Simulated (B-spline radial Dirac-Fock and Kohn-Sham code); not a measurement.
**Binding energies of Hg⁺ at several levels of theory**

System: the Hg⁺ ion, [Xe] 4f14 5d10 6p1 (an excited configuration).

The density-functional columns are spherical, spin-unpolarised Dirac-Kohn-Sham results without Breit or QED terms: −ε is minus the orbital energy of the initial state and ΔSCF the difference of two total energies. The reference in the last column comes from Dirac-Fock ΔSCF + Breit + QED. All numbers are from an atomic code on a B-spline grid, in eV; a selection of levels is shown. For the 1s level of heavy atoms much of the gap between ΔSCF and the reference is the Breit and QED part, -454.1 eV here; for other levels the error of the functional can be larger.

| level | LDA −ε | LDA ΔSCF | Dirac-Fock |
| --- | --- | --- | --- |
| K (1s) | 82941.1 | 83559.8 | 83116.2 |
| L1 (2s) | 14699.5 | 14813.7 | 14868.3 |
| L2 (2p1/2) | 14113.2 | 14261.4 | 14227.6 |
| L3 (2p3/2) | 12167.7 | 12291.1 | 12302.1 |
| M1 (3s) | 3495.9 | 3529.0 | 3588.3 |
| M2 (3p1/2) | 3230.0 | 3265.8 | 3302.9 |
| M3 (3p3/2) | 2799.2 | 2831.0 | 2871.7 |
| M4 (3d3/2) | 2355.3 | 2394.0 | 2405.3 |
| M5 (3d5/2) | 2262.9 | 2300.1 | 2314.6 |
| N1 (4s) | 776.4 | 791.3 | 827.5 |
| N2 (4p1/2) | 662.2 | 677.0 | 704.9 |
| N3 (4p3/2) | 557.9 | 571.9 | 600.2 |
| N4 (4d3/2) | 370.4 | 384.1 | 399.9 |
| N5 (4d5/2) | 350.9 | 364.4 | 380.4 |
| N6 (4f5/2) | 109.3 | 122.4 | 120.4 |
| N7 (4f7/2) | 105.1 | 118.0 | 116.4 |
| O1 (5s) | 129.1 | 137.2 | 144.7 |
| O2 (5p1/2) | 91.25 | 99.00 | 103.0 |
| O3 (5p3/2) | 72.78 | 80.11 | 84.88 |
| O4 (5d3/2) | 21.98 | 28.23 | 26.30 |
| O5 (5d5/2) | 20.07 | 26.17 | 24.43 |
| P2,3 (6p) | 8.78 | 11.96 | 10.53 |

Values without a named source are computed, but for edge energies of neutral atoms, which are taken from tables.
